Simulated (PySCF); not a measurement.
PySCF input file for H₃O₂SbTe, SMILES [OH][Sb]([OH])[TeH], TDDFT-PBE/def2-SVPD. Geometry: PBE-D3(BJ)/def2-SVP. The structure was generated by enumeration; whether it is a known compound was not checked. The def2 effective core potentials stand for the cores of Sb, Te; spin–orbit coupling is left out. One conformer was computed; it need not be the lowest.

```python
import numpy as np
from pyscf import gto, scf, dft, tdscf

mol = gto.M(
    atom='''
    Sb   -0.80433316    0.34640263    0.87599552
    O    -2.26653327   -0.48240258   -0.23509292
    H    -2.09643750   -0.32932752   -1.18707454
    O    -0.71545747    2.22270442    0.15090631
    H    -0.36653037    2.19556292   -0.76456777
    Te    1.25119685   -0.65437398   -0.80329980
    H     2.27764858    0.57226254   -0.27904614
    ''',
    basis='def2-SVPD',
    ecp={'Sb': 'def2-svp', 'Te': 'def2-svp'},
    charge=0,
    spin=0,
    max_memory=1600,
    verbose=4,
)
mf = dft.RKS(mol, xc='pbe').density_fit(auxbasis='def2-universal-jkfit')
mf.grids.level = 3
mf.conv_tol = 1e-9
mf.max_cycle = 100
mf.kernel()
mf.grids = dft.Grids(mol).set(level=1).build(with_non0tab=True)  # coarser grid for the response kernel
td = tdscf.TDDFT(mf)
td.singlet = True
td.nstates = 10
td.conv_tol = 1e-4
td.positive_eig_threshold = 1e-6
td.kernel(x0=td.get_init_guess(mf, 15))
td.analyze()
tt = tdscf.TDA(mf)
tt.singlet = False
tt.nstates = 4
tt.conv_tol = 1e-4
tt.positive_eig_threshold = 1e-6
tt.kernel(x0=tt.get_init_guess(mf, 9))
tt.analyze(verbose=3)
```

Program output:

```
PySCF version 2.14.0

[INPUT] verbose = 4
[INPUT] num. atoms = 7
[INPUT] num. electrons = 66
[INPUT] charge = 0
[INPUT] spin (= nelec alpha-beta = 2S) = 0
[INPUT] symmetry False subgroup None
[INPUT] Mole.unit = angstrom
[INPUT] Symbol           X                Y                Z      unit          X                Y                Z       unit  Magmom
[INPUT]  1 Sb    -0.804333160000   0.346402630000   0.875995520000 AA   -1.519969385306   0.654606099529   1.655391619146 Bohr   0.0
[INPUT]  2 O     -2.266533270000  -0.482402580000  -0.235092920000 AA   -4.283127132515  -0.911608757984  -0.444261232624 Bohr   0.0
[INPUT]  3 H     -2.096437500000  -0.329327520000  -1.187074540000 AA   -3.961692712268  -0.622338818082  -2.243245770044 Bohr   0.0
[INPUT]  4 O     -0.715457470000   2.222704420000   0.150906310000 AA   -1.352018672074   4.200302609660   0.285171596369 Bohr   0.0
[INPUT]  5 H     -0.366530370000   2.195562920000  -0.764567770000 AA   -0.692642015635   4.149012608050  -1.444823688969 Bohr   0.0
[INPUT]  6 Te     1.251196850000  -0.654373980000  -0.803299800000 AA    2.364419374419  -1.236587605242  -1.518016617918 Bohr   0.0
[INPUT]  7 H      2.277648580000   0.572262540000  -0.279046140000 AA    4.304132024205   1.081419471948  -0.527320780717 Bohr   0.0

nuclear repulsion = 309.397154880533
number of shells = 55
number of NR pGTOs = 233
number of NR cGTOs = 137
basis = def2-SVPD
ecp = {'Sb': 'def2-svp', 'Te': 'def2-svp'}


******** <class 'pyscf.df.df_jk.DFRKS'> ********
method = DFRKS
initial guess = minao
damping factor = 0
level_shift factor = 0
DIIS = <class 'pyscf.scf.diis.CDIIS'>
diis_start_cycle = 1
diis_space = 8
diis_damp = 0
SCF conv_tol = 1e-09
SCF conv_tol_grad = None
SCF max_cycles = 100
direct_scf = False
XC library pyscf.dft.libxc version 7.1.2
    S. Lehtola, C. Steigemann, M. J. T. Oliveira, and M. A. L. Marques,  SoftwareX 7, 1–5 (2018)
XC functionals = pbe
    J. P. Perdew, K. Burke, and M. Ernzerhof,  Phys. Rev. Lett. 77, 3865 (1996)
    J. P. Perdew, K. Burke, and M. Ernzerhof,  Phys. Rev. Lett. 78, 1396 (1997)
    J. P. Perdew, K. Burke, and M. Ernzerhof,  Phys. Rev. Lett. 77, 3865 (1996)
    J. P. Perdew, K. Burke, and M. Ernzerhof,  Phys. Rev. Lett. 78, 1396 (1997)
radial grids:
    Treutler-Ahlrichs [JCP 102, 346 (1995); DOI:10.1063/1.469408] (M4) radial grids

becke partition: Becke, JCP 88, 2547 (1988); DOI:10.1063/1.454033
pruning grids: <function nwchem_prune>
grids dens level: 3
symmetrized grids: False
atomic radii adjust function: <function treutler_atomic_radii_adjust>
small_rho_cutoff = 0
Set gradient conv threshold to 3.16228e-05
Initial guess from minao.
tot grids = 101504
init E= -606.549575611669
  HOMO = -1.02240565878548  LUMO = -1.0204635026666  gap/eV = 0.05285
cycle= 1 E= -654.426798790636  delta_E= -47.9  |g|= 4.76  |ddm|= 17.1
  HOMO = -0.0506149084372204  LUMO = -0.0375456597530568  gap/eV = 0.35563
cycle= 2 E= -629.196148204631  delta_E= 25.2  |g|= 10.1  |ddm|= 21.3
  HOMO = -0.168981519724795  LUMO = -0.082111725367115  gap/eV = 2.36385
cycle= 3 E= -659.806849705447  delta_E= -30.6  |g|= 1.42  |ddm|=   16
  HOMO = -0.214723576131249  LUMO = -0.0761148733552801  gap/eV = 3.77173
cycle= 4 E= -659.983524652713  delta_E= -0.177  |g|= 1.13  |ddm|=  3.1
  HOMO = -0.201787855274848  LUMO = -0.104653915988538  gap/eV = 2.64315
cycle= 5 E= -660.259704121181  delta_E= -0.276  |g|= 0.393  |ddm|= 1.74
  HOMO = -0.2131302718449  LUMO = -0.0932996938870154  gap/eV = 3.26076
cycle= 6 E= -660.298262536109  delta_E= -0.0386  |g|= 0.153  |ddm|= 0.691
  HOMO = -0.210701703448954  LUMO = -0.0971420149245326  gap/eV = 3.09012
cycle= 7 E= -660.306497165622  delta_E= -0.00823  |g|= 0.0635  |ddm|= 0.266
  HOMO = -0.211624472683877  LUMO = -0.0972710245958197  gap/eV = 3.11172
cycle= 8 E= -660.30701145386  delta_E= -0.000514  |g|= 0.0447  |ddm|= 0.0871
  HOMO = -0.21167452724918  LUMO = -0.0969893429115416  gap/eV = 3.12074
cycle= 9 E= -660.30745805994  delta_E= -0.000447  |g|= 0.00574  |ddm|= 0.0464
  HOMO = -0.211008368853165  LUMO = -0.0969311472116523  gap/eV = 3.10420
cycle= 10 E= -660.30747054837  delta_E= -1.25e-05  |g|= 0.00173  |ddm|= 0.0125
  HOMO = -0.211212236623162  LUMO = -0.0969625213620589  gap/eV = 3.10889
cycle= 11 E= -660.30747171396  delta_E= -1.17e-06  |g|= 0.000712  |ddm|= 0.00384
  HOMO = -0.211178751248639  LUMO = -0.0969804571889128  gap/eV = 3.10749
cycle= 12 E= -660.307471866072  delta_E= -1.52e-07  |g|= 0.000256  |ddm|= 0.00135
  HOMO = -0.211188244044401  LUMO = -0.0969723711805131  gap/eV = 3.10797
cycle= 13 E= -660.307471891122  delta_E= -2.5e-08  |g|= 1.59e-05  |ddm|= 0.000432
  HOMO = -0.211189006708352  LUMO = -0.0969727243869265  gap/eV = 3.10798
cycle= 14 E= -660.307471891203  delta_E= -8.19e-11  |g|= 4.17e-06  |ddm|= 3.34e-05
  HOMO = -0.211188689070077  LUMO = -0.0969725719540619  gap/eV = 3.10798
Extra cycle  E= -660.307471891196  delta_E= 7.5e-12  |g|= 5.88e-06  |ddm|= 1.52e-05
converged SCF energy = -660.307471891196
tot grids = 33832
Overwritten attributes  positive_eig_threshold  of <class 'pyscf.tdscf.rks.CasidaTDDFT'>


******** <class 'pyscf.tdscf.rks.CasidaTDDFT'> for <class 'pyscf.df.df_jk.DFRKS'> ********
nstates = 10 singlet
deg_eia_thresh = 1.000e-03
wfnsym = None
conv_tol = 0.0001
eigh lindep = 1e-12
eigh level_shift = 0
eigh max_cycle = 100


Excitation energies (eV)
[3.27994677 3.77146776 4.27185944 4.52778686 4.70717938 4.82987545
 4.98252514 5.2791944  5.40745728 5.42844207]

** Singlet excitation energies and oscillator strengths **
Excited State   1:      3.27995 eV    378.01 nm  f=0.0047
      33 -> 34        0.69893
Excited State   2:      3.77147 eV    328.74 nm  f=0.0031
      33 -> 35        0.69589
Excited State   3:      4.27186 eV    290.23 nm  f=0.0045
      32 -> 34        0.31875
      33 -> 36       -0.62213
Excited State   4:      4.52779 eV    273.83 nm  f=0.0280
      33 -> 37       -0.69491
Excited State   5:      4.70718 eV    263.39 nm  f=0.0243
      30 -> 34       -0.12777
      31 -> 34        0.49081
      32 -> 34       -0.28859
      32 -> 35       -0.33507
      33 -> 36       -0.17324
Excited State   6:      4.82988 eV    256.70 nm  f=0.0074
      31 -> 34        0.47295
      32 -> 34        0.17354
      32 -> 35        0.45072
      32 -> 36       -0.11080
      33 -> 36        0.11775
Excited State   7:      4.98253 eV    248.84 nm  f=0.0656
      30 -> 34       -0.31567
      31 -> 34       -0.11299
      32 -> 34       -0.30190
      32 -> 35        0.39499
      32 -> 36        0.25486
      32 -> 37        0.11596
      33 -> 36       -0.17565
Excited State   8:      5.27919 eV    234.85 nm  f=0.0040
      30 -> 34        0.49510
      31 -> 35       -0.12390
      32 -> 36        0.42926
      32 -> 37        0.15986
Excited State   9:      5.40746 eV    229.28 nm  f=0.0215
      30 -> 34        0.20466
      31 -> 35        0.44255
      32 -> 36       -0.26571
      32 -> 37        0.40153
Excited State  10:      5.42844 eV    228.40 nm  f=0.0049
      31 -> 35       -0.51248
      32 -> 36       -0.24471
      32 -> 37        0.37428
      33 -> 38        0.10883

** Transition electric dipole moments (AU) **
state          X           Y           Z        Dip. S.      Osc.
  1        -0.1676      0.0017      0.1735      0.0582      0.0047
  2        -0.0015     -0.1165     -0.1396      0.0331      0.0031
  3         0.0271      0.0741     -0.1921      0.0431      0.0045
  4        -0.0732      0.2596     -0.4236      0.2522      0.0280
  5        -0.4391      0.0084      0.1347      0.2110      0.0243
  6         0.1986     -0.1388     -0.0648      0.0629      0.0074
  7        -0.5816      0.3617      0.2614      0.5374      0.0656
  8        -0.1719      0.0246      0.0212      0.0306      0.0040
  9        -0.2139     -0.0621      0.3352      0.1620      0.0215
 10        -0.1478      0.0629      0.1034      0.0365      0.0049

WARN: ECP detected. Skipping calculation of transition velocity and magnetic dipole moments, which have not yet been implemented.

Overwritten attributes  positive_eig_threshold  of <class 'pyscf.tdscf.rks.TDA'>


******** <class 'pyscf.tdscf.rks.TDA'> for <class 'pyscf.df.df_jk.DFRKS'> ********
nstates = 4 triplet
deg_eia_thresh = 1.000e-03
wfnsym = None
conv_tol = 0.0001
eigh lindep = 1e-12
eigh level_shift = 0
eigh max_cycle = 100


Excitation energies (eV)
[2.91541107 3.59615336 3.66153345 4.02241367]

** Triplet excitation energies and oscillator strengths **
Excited State   1:      2.91541 eV    425.27 nm  f=0.0000
Excited State   2:      3.59615 eV    344.77 nm  f=0.0000
Excited State   3:      3.66153 eV    338.61 nm  f=0.0000
Excited State   4:      4.02241 eV    308.23 nm  f=0.0000
```

Self-consistency was reached.

Cost: roughly 40 core-seconds.
